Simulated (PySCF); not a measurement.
Computed with TPSSh-D3(BJ)/def2-TZVP // CAM-B3LYP-D3(BJ)/def2-TZVP in PySCF. Gas-phase values, no solvent. Delta-SCF ions had no search for a lower state. 

Reference species (SMILES): `B` (neutral, multiplicity 1).

```
Quantity                                  Result
--------------------------------------  --------
HOMO–LUMO gap                            6.98 eV
vertical ionisation energy (Delta-SCF)  13.00 eV
HOMO                                    -9.29 eV
```

After one change: the HOMO–LUMO gap is nearly the same; the vertical ionisation energy (Delta-SCF) drops by 2.08 eV; the HOMO rises by 1.29 eV.

Task: Name the change that produced these shifts. The new species is one of these.
A) `CB(C)C`
B) `CBC`
C) `BC`

Result: B, `CBC`
